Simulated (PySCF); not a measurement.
CH8FNOSi2, SMILES C[Si@H](N)[Si@@H](O)F.

Geometry: B3LYP-D3(BJ)/def2-SVP. The structure was generated by enumeration; whether it is a known compound was not checked. One conformer was computed; it need not be the lowest.

Two levels are set side by side: TDA-PBE/def2-SVPD (PySCF) and TDA-PBE0/def2-SVPD (PySCF). Vertical, same geometry. The lowest singlet is HOMO→LUMO 91 % with PBE and HOMO→LUMO 80 %, HOMO→LUMO+1 17 % with the other functional; states are paired by order. Differences are taken from unrounded values.

```csv
quantity,TDA-PBE0
lowest singlet excitation (eV),5.83
lowest triplet excitation (TDA) (eV),5.39
```

Question: What does TDA-PBE give, and how far is it from TDA-PBE0? (Estimate from the structure and the level; the computed values follow.)

Answer: 
```csv
quantity,TDA-PBE,TDA-PBE minus TDA-PBE0
lowest singlet excitation (eV),5.05,-0.78
lowest triplet excitation (TDA) (eV),4.78,-0.61
```

A lower first singlet is the usual sign of a functional without exact exchange. Differences between two approximate levels are no errors against the true value.

Rough cost on one machine, each run with all the roots and properties that it gave: TDA-PBE0 against TDA-PBE within a factor of 2.
